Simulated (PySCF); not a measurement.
InSe₂⁻ (singlet). Level of theory: PySCF, PBE, basis In def2-SVPD with ECP28, Se def2-SVPD (scalar-relativistic core potentials, no spin–orbit coupling, density fitting).

Harmonic bands of its minimum:

```tsv
ω (cm⁻¹)	IR (km/mol, summed over degenerate members)	degeneracy
71	7.6	2
210	0.0	1
327	69.4	1
```

Task: The central atom is In. Infer the point group and assign the bands.

Result: D∞h. The modes span πu + σg+ + σu+: 71 πu, 210 σg+, 327 σu+. The computed geometry has In–Se 2.412 Å (×2); Se–In–Se 180.0°.

Other isomers or separated fragments may lie lower. The lowest empty level of this anion is unbound, so it and the gap depend on the basis.
